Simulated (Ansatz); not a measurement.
Reactions of H$_{8}$OSi$_{4}$ (`[SiH3][SiH]1O[SiH2][SiH2]1`).

Isolated molecules relaxed with PBE0-D4/def2-TZVP in Ansatz; ΔE leaves out vibrations. CCSD(T)/CBS adds triple-zeta CCSD(T) − MP2 to the extrapolated MP2 energy (def2 sets, frozen cores). This one scheme is used for every species, atoms too. DFT in def2-TZVPP. Open shells (•) are unrestricted, without spin–orbit coupling. Spin–orbit coupling would lower the free atoms: a little for O, Si. Elements past krypton have def2 core potentials. Bonds to In are less sure, by a few kJ/mol each and by 10 to 20 or more in all where they break to atoms, as the def2 sets lack core-valence functions. One conformer a species, not always the lowest.

```csv
reaction,CCSD(T)/CBS(def2) (kJ/mol)
`[SiH3][SiH]1O[SiH2][SiH2]1` + `[NH2][In]([OH])[SH]` → `[NH2][In]([SH])[O][SiH3]` + `O1[SiH2][SiH2][SiH2]1`,-105
`[SiH3][SiH]1O[SiH2][SiH2]1` → `O1[SiH2][SiH2][SiH2]1` + `[SiH2]`,239
`[SiH3][SiH]1O[SiH2][SiH2]1` → 8 H• + O• + 4 Si•,4126
`[SiH3][SiH]1O[SiH2][SiH2]1` + `C=CC` → `C=C(C)[SiH3]` + `O1[SiH2][SiH2][SiH2]1`,?
`[SiH3][SiH]1O[SiH2][SiH2]1` + H₂ → `O1[SiH2][SiH2][SiH2]1` + SiH₄,?
`[SiH3][SiH]1O[SiH2][SiH2]1` + `OB(O)Cl` → `OB(Cl)O[SiH3]` + `O1[SiH2][SiH2][SiH2]1`,?
`[SiH3][SiH]1O[SiH2][SiH2]1` + `OB(O[SiH3])O[SiH3]` → `[SiH3]OB(O[SiH3])O[SiH3]` + `O1[SiH2][SiH2][SiH2]1`,-100
`[SiH3][SiH]1O[SiH2][SiH2]1` + `CC(=N)[SiH3]` → `C/C([SiH3])=N\[SiH3]` + `O1[SiH2][SiH2][SiH2]1`,-21
`[SiH3][SiH]1O[SiH2][SiH2]1` + `CB(C)N` → `CB(C)N[SiH3]` + `O1[SiH2][SiH2][SiH2]1`,-36
```

(1) Fill in the missing values. (Best estimate.)

Largest T1 diagnostic: 0.015, for `[NH2][In]([OH])[SH]`.

## Answers

(1) Ansatz gave: `[SiH3][SiH]1O[SiH2][SiH2]1` + `C=CC` → `C=C(C)[SiH3]` + `O1[SiH2][SiH2][SiH2]1`: +5.9 kJ/mol; `[SiH3][SiH]1O[SiH2][SiH2]1` + H₂ → `O1[SiH2][SiH2][SiH2]1` + SiH₄: -17.2 kJ/mol; `[SiH3][SiH]1O[SiH2][SiH2]1` + `OB(O)Cl` → `OB(Cl)O[SiH3]` + `O1[SiH2][SiH2][SiH2]1`: -85.7 kJ/mol.
